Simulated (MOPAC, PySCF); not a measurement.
C$_{4}$H$_{6}$O, SMILES `C=C=CCO` (C–C–C–O torsion 120°, C–C–O–H torsion -58°), neutral singlet in the gas phase. 

Cartesian coordinates (Å):
SMILES: C(O)C=C=C
```xyz
11

C      2.2276     0.3131    -0.4011
C      1.0147    -0.1558    -0.3758
C     -0.2015    -0.6194    -0.3289
C     -1.2188    -0.1912     0.6956
O     -2.3705     0.3930     0.0929
H      2.4769     1.2051    -0.9647
H      3.0325    -0.1758     0.1361
H     -0.5335    -1.3392    -1.0723
H     -1.5917    -1.0612     1.2392
H     -0.7560     0.4888     1.4179
H     -2.0796     1.1425    -0.4390
```
Charge 0, multiplicity 1.

All levels are single points at this geometry (B3LYP-D3(BJ)/def2-TZVP); Pople sets use spherical d functions. Orbital energies aren't observables, and empty levels follow the basis.

| level | HOMO (eV) | LUMO (eV) | gap (eV) | dipole (D) | vertical IE, Delta-SCF (eV) |
|---|---|---|---|---|---|
| PBE-D3(BJ)/def2-TZVP in PySCF | -6.17 | -0.90 | 5.26 | 1.48 | – |
| ωB97X-D3(BJ)/def2-TZVP in PySCF | -9.96 | 2.23 | 12.19 | 1.65 | – |
| B3LYP/6-311+G** in PySCF | -7.38 | -0.38 | 7.00 | 1.80 | – |
| B3LYP/6-31G* in PySCF | -6.94 | 0.34 | 7.28 | 1.60 | 9.29 |
| HF/3-21G in PySCF | -10.18 | 4.52 | 14.70 | 2.11 | – |
| HF/STO-3G in PySCF | -8.46 | 8.19 | 16.65 | 1.44 | – |
| AM1 in MOPAC | -10.20 | 0.85 | 11.05 | 1.77 | – |
| PM6 in MOPAC | -10.30 | 0.66 | 10.96 | 2.14 | – |
| PM7 in MOPAC | -10.34 | 0.58 | 10.93 | 2.05 | – |
